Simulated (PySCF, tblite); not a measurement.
Isomers of C7H13P, one GFN2-xTB conformer each. Single-point energies are computed at PBE0/pcSseg-1 (PySCF, gas phase, no added dispersion term), electronic only.

**Question.** Rank them by PBE0/pcSseg-1 energy, lowest first (kcal/mol).
A. `[CH:1]#[C:2][P@:3](=[CH2:4])([CH3:5])[CH2:6][CH2:7][CH3:8]` with C2–P3–C6–C7 -84°, P3–C6–C7–C8 65°
B. `[CH:1]#[C:2][CH2:3][P:4]([CH3:5])[CH2:6][CH2:7][CH3:8]` with C2–C3–P4–C5 69°, C3–P4–C6–C7 -176°, P4–C6–C7–C8 -176°

**Answer.** B (0.0), A (39.1).

GFN2-xTB itself gives, in the same order: 0.0, 38.3. Both levels put the same isomer lowest.

**Question.** Which frontier levels, dipoles and rotational constants go with these structures?

**Answer.** 
```json
{"SMILES": "C#CCP(C)CCC", "HOMO (eV, PBE0/pcSseg-1)": "-6.70", "LUMO (eV)": "0.87", "dipole (D)": "1.61", "A, B, C (MHz)": "4825, 714.7, 666.9"}
{"SMILES": "C#C[P@](=C)(C)CCC", "HOMO (eV, PBE0/pcSseg-1)": "-5.38", "LUMO (eV)": "-0.11", "dipole (D)": "2.87", "A, B, C (MHz)": "1968, 1425, 1138"}
```

**Question.** What happens when harmonic zero-point energies from GFN2-xTB frequencies are added?

**Answer.** 
```tsv
SMILES	ZPE (kcal/mol)	electronic (kcal/mol)	with ZPE (kcal/mol)
C#CCP(C)CCC	110.4	0.0	0.0
C#C[P@](=C)(C)CCC	108.3	39.1	37.0
```

The zero-point energies span 2.1 kcal/mol. The order is unchanged.
